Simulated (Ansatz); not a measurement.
Consider the formal exchange of groups at a C–F bond: `FCC(F)Br` + SiH₄ → `FCC([SiH3])Br` + H–F.

Gas-phase electronic energies from Ansatz, PBE0-D4/def2-TZVP geometries. CBS: MP2 limit from def2 TZ/QZ plus the TZ coupled-cluster correction, frozen cores. This one scheme is used for every species. Functionals use def2-TZVPP. For Br outer-core shells are correlated without core-valence functions, which leaves a few kJ/mol of doubt a bond. Scalar relativity is left out up to krypton. Each species was taken in one conformer, which may not be the lowest.

Is it downhill or uphill in electronic energy at CCSD(T)/CBS, and by how much? (An estimate is asked.)

Ansatz gave: Downhill: ΔE = -85.3 kJ/mol.

What do these levels give: r2SCAN-D4, PBE0-D4, PBE0, MP2/def2-TZVPP, HF/def2-QZVPP, CCSD/CBS(def2)? (An estimate is asked.)

Ansatz gave: r2SCAN-D4 -63.6, PBE0-D4 -72.0, PBE0 -65.9, MP2/def2-TZVPP -90.7, HF/def2-QZVPP -51.2, CCSD/CBS(def2) -82.9 kJ/mol.

Largest T1 diagnostic among the species: 0.011.

The D4 term adds −11.1 kJ/mol with B3LYP and −6.1 kJ/mol with PBE0; it sums over pairs of atoms, weighted by their polarisabilities, and B3LYP, whose exchange is more repulsive, gets the larger term. In def2-TZVPP, CCSD(T) changes the Hartree–Fock value by −26.9 kJ/mol (the triples alone add −2.4 kJ/mol) and MP2 by −40.0 kJ/mol.

B3LYP here is the variant with VWN-RPA as its local correlation; programs differ in this.
